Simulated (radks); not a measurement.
Results of a calculation; reference values are marked as such.
The chlorine anion Cl- inside a hard spherical wall (all orbitals vanish at R), configuration held at [Ar] and not refilled when levels cross. Code: a radial shooting solver on a logarithmic mesh with Libxc functionals. Model: non-relativistic Kohn-Sham, LDA (Slater exchange, VWN5 correlation), spin-polarised, spherical densities, point nucleus. Eigenvalues in eV for spin up, with the zero of energy where the potential of the charges vanishes at infinity; a dash marks a level that is unbound or too diffuse for the functional's potential to be trusted. A positive occupied level is held by the wall or, in an anion where self-interaction has pushed it up, behind a barrier. The pressure on the wall is -dE/dV.

| R (bohr) | E (hartree) | kinetic (hartree) | e(2s) | e(2p) | e(3s) | e(3p) | e(4s, empty) | e(4p, empty) | pressure (GPa) |
|---|---|---|---|---|---|---|---|---|---|
| 15 | -458.81481 | 457.886 | -240.07 | -181.61 | -11.217 | 0.098 | 3.194 | 3.677 | < 0.0001 |
| 8 | -458.81133 | 457.908 | -239.74 | -181.28 | -10.944 | 0.356 | 6.242 | 8.380 | 0.122 |
| 6 | -458.78781 | 458.034 | -238.63 | -180.16 | -10.072 | 1.214 | 10.400 | 14.185 | 1.94 |
| 4 | -458.49408 | 459.347 | -232.06 | -173.53 | -5.470 | 6.171 | 28.329 | 35.655 | 65.9 |
| 2 | -449.81061 | 485.492 | -175.55 | -115.57 | 46.103 | 62.974 | 205.45 | 213.95 | 10700 |
| 1.5 | -431.56868 | 529.672 | -122.56 | -59.907 | 131.43 | 149.74 | 449.58 | 442.09 | 68800 |
